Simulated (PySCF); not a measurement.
formyl cation (CHO), SMILES C#[O+], charge +1. Heavy atoms are numbered as in [CH:1]#[O+:2]. Hydrogens are named by the atom that carries them.

Geometry: r2SCAN-D4/def2-TZVPD.

Computed with PBE/pcSseg-2 (PySCF).

GIAO shieldings, no solvent; atoms alike by connectivity are averaged. δ = σ(ref) − σ: ¹³C against TMS (σ = 181.4 ppm); ¹⁷O against H2O (σ = 327.5 ppm); ¹H against TMS (σ = 31.47 ppm), references at their B3LYP-D3(BJ)/def2-TZVP geometries, non-relativistic.

Computed chemical shifts:
```csv
nucleus,atoms,count,δ (ppm)
¹³C,C1 (CH),1,140.1
¹⁷O,O2,1,378.2
¹H,H on C1,1,7.02
```
